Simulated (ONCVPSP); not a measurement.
scandium (Sc): excitation energies, all-electron against ONCV

| Quantity | Value |
| --- | --- |
| Element | Sc |
| Generator | ONCVPSP 4.0.1 |
| Type | optimised norm-conserving Vanderbilt (ONCV) |
| Functional | LDA (Perdew-Zunger) |
| Relativity | scalar-relativistic |
| Frozen core | [Ar] |
| Valence charge | 3 |
| Reference configuration | 3d1 4s1.75 4p0.25 |
| Partial waves | 4s: rc 3.40 bohr, ncon 4, nbas 7, qcut 2.1 1/bohr, 1 projector; 4p: rc 3.70 bohr, ncon 4, nbas 7, qcut 2.5 1/bohr, 3 projectors, debl 3.2 Ha; 3d: rc 1.95 bohr, ncon 4, nbas 9, qcut 8.3 1/bohr, local |
| Local potential | the d channel |
| Core correction | Teter function, fcfact 5.75, rcfact 1.1 |

Energies are relative to the spin-unpolarised reference configuration 3d1 4s1.75 4p0.25; without spin polarisation the order of configurations can differ from experiment.

Problem. Give the all-electron excitation energy and the error of the potential for: 3d1 4s2 4p0; 3d1 4s1 4p0; 3d1 4s0 4p0; 3d1 4s1 4p1.

Solution.

```json
{"valence configuration": "3d1 4s2 4p0", "charge": "0", "ΔE all-electron (eV)": "-0.697", "error AE − PS (meV)": "+0.1"}
{"valence configuration": "3d1 4s1 4p0", "charge": "+1", "ΔE all-electron (eV)": "6.370", "error AE − PS (meV)": "+8.3"}
{"valence configuration": "3d1 4s0 4p0", "charge": "+2", "ΔE all-electron (eV)": "19.331", "error AE − PS (meV)": "+65"}
{"valence configuration": "3d1 4s1 4p1", "charge": "0", "ΔE all-electron (eV)": "2.144", "error AE − PS (meV)": "0.0"}
```

Levels in the configuration 3d1 4s2 4p0:

```
level  all-electron (eV)  pseudo (eV)
   3d             -3.425       -3.419
   4s             -4.298       -4.300
```

Note: ghosts flagged at negative energy: s at -106.8 eV; GHOST(+) flagged for p at 137.4 eV. A true bound ghost makes a file unfit for plane-wave use.
